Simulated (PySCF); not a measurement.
Compound: C6H6S2 (charge +1 and doublet state).
Structure used (GFN2-xTB), in Å, numbered top down from 1:
```xyz
14
C6H6S2 angstrom
C      3.0973    0.0343    0.0951
C      1.7063   -0.0942   -0.1856
C      0.5263   -0.2320   -0.4160
C     -0.8661   -0.3709   -0.6858
C     -1.8201   -0.3662    0.5224
C     -2.6188    0.8124    0.0585
S     -3.9316    1.5066    0.7339
S     -1.7172    1.1609   -1.3645
H      3.4231    1.0595   -0.0819
H      3.6682   -0.6321   -0.5548
H      3.3011   -0.2387    1.1310
H     -1.0455   -1.1919   -1.3838
H     -2.4121   -1.2764    0.6395
H     -1.3115   -0.1717    1.4700
```

Identity: `CC#C[C@H]1CC(=S)[S+]1` [radical] (charge +1).

The calculation used PySCF, UKS B3LYP, pcH-1 on C H S, non-relativistic, mean-field spin-orbit, GIAO. Geometry: GFN2-xTB; no solvent, vibrations or thermal averaging. Couplings are sensitive to structure, and on GFN2-xTB geometries they can be far from those on DFT ones, by a factor of two or more for some ions and for spin on atoms past the first row.

Output of the driver script. The program numbers atoms from 0.

```
UKS, coarse grid
  cycle   1  E = -1028.20464821  |g| = 3.61e-01
  cycle   2  E = -1027.57625328  |g| = 9.69e-01
  cycle   3  E = -1028.22777853  |g| = 2.23e-01
  cycle   4  E = -1028.25595144  |g| = 1.36e-01
  cycle   5  E = -1028.26580393  |g| = 5.27e-02
  cycle   6  E = -1028.26715752  |g| = 1.75e-02
  cycle   7  E = -1028.26730130  |g| = 9.39e-03
  cycle   8  E = -1028.26736181  |g| = 3.24e-03
  cycle   9  E = -1028.26738230  |g| = 1.61e-03
  cycle  10  E = -1028.26738824  |g| = 1.05e-03
  cycle  11  E = -1028.26739249  |g| = 7.35e-04
UKS, final grid
  cycle   1  E = -1028.26738635  |g| = 1.72e-03
  cycle   2  E = -1028.26737023  |g| = 4.89e-03
  cycle   3  E = -1028.26738866  |g| = 5.71e-04
  cycle   4  E = -1028.26738890  |g| = 1.09e-04
  cycle   5  E = -1028.26738895  |g| = 9.17e-05
  cycle   6  E = -1028.26738900  |g| = 5.36e-05
  cycle   7  E = -1028.26738901  |g| = 1.60e-05
E = -1028.26738901 Eh   <S^2> = 0.7561 (exact 0.7500)
g shifts (ppm)      1          2          3
  rmc          -232       -232       -232
  gc             -1         80         37
  oz_so         -33       8009      56096
  total        -255       7860      55913
hyperfine (MHz)  atom isotope    a_iso     a_fc   dipolar eigenvalues
    0   13C      -3.25      -3.25     -0.90     -0.41      1.31
    1   13C       3.10       3.10     -7.63     -6.82     14.45
    2   13C      -2.05      -2.05     -5.82     -3.69      9.51
    3   13C      -1.78      -1.78     -1.41     -0.79      2.20
    4   13C       7.18       7.18     -6.96     -6.95     13.90
    5   13C     -27.78     -27.78     -7.57      2.09      5.48
    6   33S      18.56      18.56    -83.55    -71.24    154.79
    7   33S      -5.74      -5.74    -10.63     -7.46     18.09
    8    1H      10.15      10.15     -0.99     -0.27      1.26
    9    1H       2.94       2.94     -0.78     -0.50      1.28
   10    1H      24.49      24.49     -1.14     -0.41      1.55
   11    1H       0.53       0.53     -1.02     -0.34      1.35
   12    1H      -6.64      -6.64     -4.17     -0.64      4.82
   13    1H      -5.58      -5.58     -3.80     -0.13      3.93
```

Task: The run flagged its g tensor. What set off the flag, and which results does it touch?

Result: The largest g shift is +0.056, past the limit of 0.03 at which the run flags a species of elements up to argon. The orbital-Zeeman/spin–orbit term is second order, a sum of spin–orbit matrix elements over excitation energies, so it grows and becomes less reliable as an excited state comes close; a shift of this size calls for a check with another method. The contact and dipolar couplings don't rest on that expansion, but they belong to the state that the SCF found, and a close-lying state with the spin in another orbital would have other couplings; no stability test was run. The run left out the spin–orbit part of the hyperfine coupling.

Task: Where is the spin in this solution (atoms counted from 1)?

Result: The Mulliken spin populations are largest on S7 (+0.85), C2 (+0.08) and C6 (-0.07). S7 is the only atom above +0.15. The unrestricted determinant has ⟨S²⟩ = 0.7561 (exact 0.7500), so spin contamination is small. The SMILES `CC#C[C@H]1CC(=S)[S+]1` draws the unpaired electron on S8, whose computed spin population is only +0.04.

Task: Average a_iso over equivalent nuclei, turn it into first-order splittings with g = 2.0023, and give the multiplets for abundant isotopes (0.05 mT or more).

Result: 
```tsv
nuclei (from 1)	isotope	I	position	a_iso (MHz)	|a| (mT)	splits into
H9/H10/H11	1H	1/2	7 bonds from S7	12.5	0.45	1:3:3:1 quartet
H13	1H	1/2	3 bonds from S7	-6.6	0.24	1:1 doublet
H14	1H	1/2	3 bonds from S7	-5.6	0.20	1:1 doublet
```

Nuclei that the bonding pattern makes equivalent are averaged, as if the motion that swaps them (rotation, inversion, ring flip) were fast. The three 1H nuclei of mean +12.5 MHz run from 2.9 to 24.5 MHz in the frozen geometry.
